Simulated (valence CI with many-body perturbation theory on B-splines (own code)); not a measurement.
## Mo XXII: magnetic and hyperfine properties of the levels

Calculated by valence CI with perturbative core correlation (CI+MBPT): three valence electrons over a frozen Dirac-Fock core [Ar], radial functions for each j: 7 s, 7 p, 8 d, 6 f, 4 g, 1 h, with the one-electron correlation potential Σ1, the two-electron term Σ2, the three-electron term Σ3, Breit, model QED; selected CI, second order for the rest, scaled by the run's own slope (own B-spline code, finite nucleus).

No measured levels were compared; by estimate terms of the open shell hold to 2 to 4 % of their energy, and close levels can change places. Only levels of the ground parity were solved; by the run's estimate the other parity begins above the list, which can be wrong where configurations are misplaced.

A/g_I is the dipole constant over the nuclear g factor μ/I (μ in nuclear magnetons, uniformly magnetised nucleus), B/Q the quadrupole constant per barn. Both hold the static response of the core; the bare values leave it out. Large factors of s and p1/2 electrons are usually good to 5 to 10 %; those of open d and f shells near neutrality can be off by tens of per cent, and small factors of p3/2, d and f electrons come from cancelling terms and can be off by a factor of two or in sign, in half-filled shells by more. B is blank for J = 1/2, where it vanishes, and for nearly pure S terms. Energies count from the lowest level.

Names give the largest LS component (configuration and term), which can be under half, so a name can repeat, a term be missing and a line seem to break the LS rules; names also repeat where a configuration has a term twice. Letters in brackets count levels of one name in rising energy.

```tsv
Level	E (cm⁻¹)	g	A/g_I (MHz)	A/g_I bare	B/Q (MHz/b)	B/Q bare
3d³ ⁴F_3/2	0.0	0.446	11800	11500	-3240	-3330
3d³ ⁴F_5/2	17012	1.032	6720	6760	-2660	-2740
3d³ ⁴F_7/2	32708	1.213	5630	5770	-2770	-2840
3d³ ⁴F_9/2	45449	1.275	5800	5970	-2480	-2550
3d³ ⁴P_3/2	59068	1.449	5550	5820	-4660	-4780
3d³ ⁴P_1/2	65681	2.228	-6540	-5770		
3d³ ²G_7/2	81332	0.915	7670	7640	3860	3960
3d³ ²H_9/2	85012	1.040	6900	6950	8670	8900
3d³ ⁴P_5/2	88842	1.566	1740	2100	6380	6540
3d³ ²D_3/2 [a]	100230	1.167	6460	6570	-6790	-6970
3d³ ²P_1/2	107170	1.103	-357	-225		
3d³ ²H_11/2	116340	1.088	6590	6660	14800	15200
3d³ ²D_5/2 [a]	123640	1.211	5810	5950	-4040	-4150
3d³ ²G_9/2	126250	1.031	5680	5730	6370	6540
3d³ ²P_3/2	142210	1.192	5390	5530	944	960
3d³ ²F_7/2	157910	1.134	6520	6620	4040	4160
3d³ ²F_5/2	159090	0.888	6140	6120	8580	8810
3d³ ²D_5/2 [b]	237280	1.178	5020	5150	7390	7580
3d³ ²D_3/2 [b]	238130	0.800	10600	10500	8780	9000
```

Q: Take the isotope of mass number 97, with I = 5/2, μ = -0.9324 μN and Q = 0.255 b. What is the hyperfine structure of 3d³ ⁴F_3/2?

A: From the table A = -4390 MHz, B = -827 MHz. Shifts from the centre of gravity in MHz: F = 1: 22500, F = 2: 14400, F = 3: 1550, F = 4: -16700.
